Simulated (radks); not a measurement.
The numbers below are computed, except where a source is named.
Isoelectronic series with 15 electrons, each ion in its NIST ground configuration. Level of theory: scalar-relativistic Kohn-Sham, r2SCAN, spin-polarised, spherical densities, finite nucleus; open shells are filled with parallel spins first (spin-orbit coupling, left out, can overturn this in heavy ions); meta-GGA in the generalised Kohn-Sham scheme; Fermi nuclear charge, rms radius of each element as measured or else 0.836 A^(1/3) + 0.57 fm (a radial shooting solver on a logarithmic mesh with Libxc functionals). Total energies (hartree) and orbital eigenvalues (eV) (* marks an orbital that is empty in some or all of the ions):

| ion | configuration | E (hartree) | 3p down* | 3p up | 3s down |
|---|---|---|---|---|---|
| P | [Ne] 3s2 3p3 | -342.10912 | -3.2457 | -6.6845 | -12.0273 |
| Cl2+ | [Ne] 3s2 3p3 | -460.25761 | -28.6032 | -33.7651 | -42.3102 |
| K4+ | [Ne] 3s2 3p3 | -597.04069 | -67.5042 | -74.2749 | -86.2501 |
| Sc6+ | [Ne] 3s2 3p3 | -752.48604 | -119.2007 | -127.5303 | -143.0891 |
| V8+ | [Ne] 3s2 3p3 | -926.66306 | -183.4322 | -193.2963 | -212.5963 |
| Mn10+ | [Ne] 3s2 3p3 | -1119.66374 | -260.0912 | -271.4766 | -294.7005 |
| Co12+ | [Ne] 3s2 3p3 | -1331.59721 | -349.1362 | -362.0358 | -389.4007 |
| Cu14+ | [Ne] 3s2 3p3 | -1562.58719 | -450.5601 | -464.9699 | -496.7350 |
| Ga16+ | [Ne] 3s2 3p3 | -1812.77124 | -564.3765 | -580.2946 | -616.7669 |
| As18+ | [Ne] 3s2 3p3 | -2082.30084 | -690.6125 | -708.0385 | -749.5792 |
| Br20+ | [Ne] 3s2 3p3 | -2371.34138 | -829.3058 | -848.2399 | -895.2703 |
| Rb22+ | [Ne] 3s2 3p3 | -2680.07223 | -980.5019 | -1000.945 | -1053.953 |
| Nb26+ | [Ne] 3s2 3p3 | -3357.39395 | -1320.620 | -1344.087 | -1410.813 |
| Tc28+ | [Ne] 3s2 3p3 | -3726.41766 | -1509.665 | -1534.648 | -1609.283 |
| Rh30+ | [Ne] 3s2 3p3 | -4115.99934 | -1711.461 | -1737.962 | -1821.330 |
| Ag32+ | [Ne] 3s2 3p3 | -4526.39846 | -1926.081 | -1954.104 | -2047.137 |
| In34+ | [Ne] 3s2 3p3 | -4957.88944 | -2153.607 | -2183.155 | -2286.898 |
| Sb36+ | [Ne] 3s2 3p3 | -5410.76882 | -2394.126 | -2425.203 | -2540.825 |
| I38+ | [Ne] 3s2 3p3 | -5885.35164 | -2647.728 | -2680.338 | -2809.146 |
